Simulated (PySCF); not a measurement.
The multiplicity is imposed and other spin states were not computed.

B3LYP has the VWN-RPA correlation part, as in Gaussian. 

Cartesian coordinates (Å):
```xyz
6

Cu    -0.0546    -0.0962     0.2061
N     -0.7434    -1.3356     2.8447
C     -0.4724    -0.8496     1.8085
H     -0.9765    -1.7519     3.7338
C      0.3748     0.6812    -1.4449
N      0.6442     1.1684    -2.4802
```
Charge 0, multiplicity 1.

Task: What is the computed charge on the central atom (Mulliken), total energy and charge on the central atom (meta-Löwdin) (B3LYP-D3(BJ)/def2-TZVP // TPSS-D3(BJ)/def2-SVP (PySCF))?

Result: 
```yaml
charge on the central atom (Mulliken): -0.05 e
total_energy: -1826.9609 Ha
charge on the central atom (meta-Löwdin): 0.53 e
```
